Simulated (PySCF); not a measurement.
This script is equivalent to a calculation on Mg⁺ (magnesium, charge +1).

```python
from pyscf import gto, scf, dft, mp, cc
import basis_set_exchange as bse
mol = gto.M(atom="Mg 0 0 0", charge=1, spin=1, symmetry="D2h",
            basis=gto.basis.parse(bse.get_basis("cc-pVDZ", elements=["Mg"], fmt="nwchem", header=False)))
mf = scf.UHF(mol)
mf.irrep_nelec = {'Ag': (3, 2), 'B1u': (1, 1), 'B2u': (1, 1), 'B3u': (1, 1)}
mf.kernel()
```

(1) What total energy does it give?

(2) Which occupied shell lies highest, and where?

(3) What is ⟨S²⟩, and what would a pure spin state give?

Results:

(1) -199.36487 hartree (calculated).

(2) 3s α, at -14.722 eV.

(3) 0.750, against 0.75.
